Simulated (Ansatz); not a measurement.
Strength of the C–Te bond: CTeF3 → CF3 + Te

Species: CTeF3 `FC(F)(F)[Te]`, doublet; CF3 (trifluoromethyl radical) `F[C](F)F`, doublet; Te atom, triplet. 

Shapes, held fixed at every level: PBE0-D4/def2-TZVP. Programs: Ansatz 0.2.0. The zero-point and thermal change to 298 K, harmonic and unscaled (PBE0-D4/def2-TZVP), is -26.1 kJ/mol.

```tsv
level	kind	ΔH(298 K) (kJ/mol)	less CCSD(T)/def2-TZVPP
MP2/def2-SVP	perturbation theory	+148.9	-32.0
HF/def2-SVP	Hartree–Fock	+39.1	-141.8
PBE-D4/def2-TZVPP	GGA	+204.4	+23.5
wB97M-V/def2-TZVPP	range-separated hybrid	+196.2	+15.3
B2PLYP/def2-TZVPP	double hybrid	+178.7	-2.2
CCSD(T)/def2-SVP	coupled cluster or CI	+146.2	-34.7
CCSD(T)/def2-TZVPP	coupled cluster or CI	+180.9	0.0
```

The highest level, CCSD(T)/def2-TZVPP, gives ΔH(298 K) = +180.9 kJ/mol; the levels span +39.1 to +204.4. The column of differences is taken from that level and isn't an error. Hartree–Fock misses the correlation of the pair that is broken and comes out low. No measured value is set beside it here. Open shells run unrestricted. For atoms past krypton def2 sets carry core potentials with scalar relativity. Outer-core shells of Te are correlated, in sets that cover them unevenly. Spin-orbit coupling lowers the free atoms by 25.2 kJ/mol; the thermal change holds that.
